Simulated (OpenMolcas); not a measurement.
## Tm³⁺: CASPT2 settings compared

```yaml
Program: OpenMolcas 26.06
Basis: ANO-RCC-VQZP [9s8p6d4f3g2h]
Scalar_Hamiltonian: X2C, point nucleus
Active_space: 12 electrons in 7 orbitals (4f)
State_averaging: 2S+1 = 3 even, 21 roots; 2S+1 = 1 even, 27 roots kept (CI in the orbitals of an earlier block)
Spin-orbit_coupling: RASSI with atomic mean-field integrals over the reference wave functions, term energies averaged over their components
```

Methods on the same reference wave functions:
A. CASSCF
B. SS-CASPT2, IPEA 0.35 Eh, sigma2 regulariser 0.4 Eh (closed shells correlated: 5s 5p)
C. SS-CASPT2, IPEA 0.6 Eh, real shift 0.1 Eh (closed shells correlated: 4d 5s 5p)
D. SS-CASPT2, IPEA 0.6 Eh, imaginary shift 0.4 Eh (closed shells correlated: 5s 5p)

Energies in eV above 4f12 3H6, the measured ground level; measured values from the list in Tchang-Brillet, Wyart, Meftah and Ait Mammar, Atoms 6, 52 (2018).

```tsv
Level	A	B	C	D	Measured
4f12 3H6	0.0000	0.0000	0.0000	0.0000	0.0000
4f12 3F4 [53 %]	0.8436	0.714	0.700	0.722	
4f12 3H5	1.0325	1.035	1.037	1.035	1.0187
4f12 3H4 [59 %]	1.6522	1.587	1.582	1.590	1.5557
4f12 3F3	2.0259	1.797	1.786	1.817	1.7867
4f12 3F2	2.1947	1.919	1.896	1.938	1.8709
4f12 1G4 [58 %]	2.7250	2.710	2.695	2.702	2.6253
4f12 1I6	5.1426	4.752	4.573	4.749	4.3803
4f12 3P1	5.6682	4.901	4.806	4.923	
4f12 3P2 [62 %]	5.7571	5.083	4.997	5.101	4.7774
4f12 3P0	5.8349	5.068	4.973	5.090
```

Deviations, from unrounded energies. A percentage is the sum of absolute deviations over the sum of measured energies, with the sign that they share, or ± where signs differ.

```tsv
Against measurement	Levels	A	B	C	D
mean absolute deviation (cm-1)	7	2900	1000	640	1100
fine structure of the ground term (%)	2	+4.3	+1.9	+1.7	+2.0
other terms of the ground configuration (%)	5	+15.6	+5.3	±3.3	+5.6
```

C lies closest to measurement on these levels and A furthest from it. The largest miss of C in the table is 4f12 3P2 [62 %], by +1800 cm-1. The ranking rests on the paired levels alone, and a cruder setting can come out closer through cancelling errors.

Among B to D the level of the table that moves most is 4f12 1I6, by 1400 cm-1 (lowest in C, highest in B). Moves below CASPT2's spread within the term are not significant.

The mean deviations of B to D differ by less than CASPT2's widest spread within a term (710 cm-1), so their order carries little weight.

From A to B the spin-free energies of the other terms of 4f12 shown, above 3H, scale by factors of 0.77 to 1.01.

The lowest spin-free term lies below A's lowest term by 1.107 hartree in B, 1.696 hartree in C, 1.102 hartree in D.

Term energies are means over components that CASPT2 splits; among the terms shown or strongly mixed into the levels shown the widest spread is 710 cm-1 (4f12 1G, C). Terms from blocks run as CI alone lack orbitals of their own. Without dynamic correlation excited terms often stand tens of per cent too high (terms of higher spin than the ground term too low), and those without a measured partner can miss by more than the paired ones (holds for A). The CASPT2 spread within a term exceeds the gap to the next term for 4f12 1I and 4f12 3P, so the order of their levels is uncertain (holds for B; D). Measured partners are found by configuration, term and J. A level has none where our copy of the source lacks it or the pairing is in doubt (some pairs that miss far off the trend of their configuration count as doubtful), and it then counts in no deviation. Only configurations of the active space appear. Levels that lie high or do not pair safely by name in every column are left out.

A share in square brackets marks a mixed level and gives the weight of the term that names it, the lowest over the columns.
